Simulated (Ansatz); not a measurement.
The cluster AlCu3⁻, 4 atoms. Hardware: 4 threads of AMD EPYC 7B13 on a shared host.

Correlated methods freeze 32 core orbitals.

(1) How many basis functions does each of these Ansatz runs have, and roughly what does it cost? LC-ωPBE (ω = 0.10 bohr⁻¹)/def2-SVPD, charge -1 doublet, energy, from earlier orbitals; PBE-D4/def2-TZVPD, charge 0 triplet at the geometry of the charge -1 doublet, energy, from earlier orbitals; PBE-D4/def2-SVP, charge -1 doublet, energy with a search over starts; PBE-D4/def2-TZVPD, charge 0 singlet at the geometry of the charge -1 doublet, energy, from earlier orbitals; CCSD(T)/def2-SVPD, charge -1 quartet, energy, from earlier orbitals; RPA@PBE/def2-TZVPD, charge -1 doublet, energy, from earlier orbitals; LC-ωPBE (ω = 0.20 bohr⁻¹)/def2-SVPD, charge -1 doublet, energy, from earlier orbitals; r2SCAN-D4/def2-TZVPD, charge 0 singlet at the geometry of the charge -1 doublet, energy, from earlier orbitals; LC-ωPBE (ω = 0.15 bohr⁻¹)/def2-SVPD, charge -1 doublet, energy, from earlier orbitals; LC-ωPBE (ω = 0.15 bohr⁻¹)/def2-SVPD, charge 0 singlet at the geometry of the charge -1 doublet, energy, from earlier orbitals; MP2/def2-TZVPD, charge -1 doublet, energy, from earlier orbitals; r2SCAN-D4/def2-TZVPD, charge 0 triplet at the geometry of the charge -1 doublet, energy, from earlier orbitals.

Answers

(1) Other jobs shared the machine, so times can vary by a factor of up to 3. A dash marks memory too small to be measured apart from the calling script's.

```csv
run,functions,fitting or Cholesky vectors,wall time,peak host memory (GiB)
"PBE-D4/def2-TZVPD, charge 0 singlet at the geometry of the charge -1 doublet, energy, from earlier orbitals",187,1671,2.2 s,–
"LC-ωPBE (ω = 0.15 bohr⁻¹)/def2-SVPD, charge 0 singlet at the geometry of the charge -1 doublet, energy, from earlier orbitals",126,1429,3.9 s,–
"PBE-D4/def2-TZVPD, charge 0 triplet at the geometry of the charge -1 doublet, energy, from earlier orbitals",187,1671,4.1 s,–
"r2SCAN-D4/def2-TZVPD, charge 0 singlet at the geometry of the charge -1 doublet, energy, from earlier orbitals",187,1671,4.8 s,–
"RPA@PBE/def2-TZVPD, charge -1 doublet, energy, from earlier orbitals",187,1702,7 s,0.67
"LC-ωPBE (ω = 0.15 bohr⁻¹)/def2-SVPD, charge -1 doublet, energy, from earlier orbitals",126,1429,8 s,–
"LC-ωPBE (ω = 0.20 bohr⁻¹)/def2-SVPD, charge -1 doublet, energy, from earlier orbitals",126,1429,8.5 s,–
"MP2/def2-TZVPD, charge -1 doublet, energy, from earlier orbitals",187,1702,9.5 s,0.88
"LC-ωPBE (ω = 0.10 bohr⁻¹)/def2-SVPD, charge -1 doublet, energy, from earlier orbitals",126,1429,10 s,–
"r2SCAN-D4/def2-TZVPD, charge 0 triplet at the geometry of the charge -1 doublet, energy, from earlier orbitals",187,1671,12 s,–
"PBE-D4/def2-SVP, charge -1 doublet, energy with a search over starts",111,1345,13 s,–
"CCSD(T)/def2-SVPD, charge -1 quartet, energy, from earlier orbitals",126,1301,30 s,1.2
```
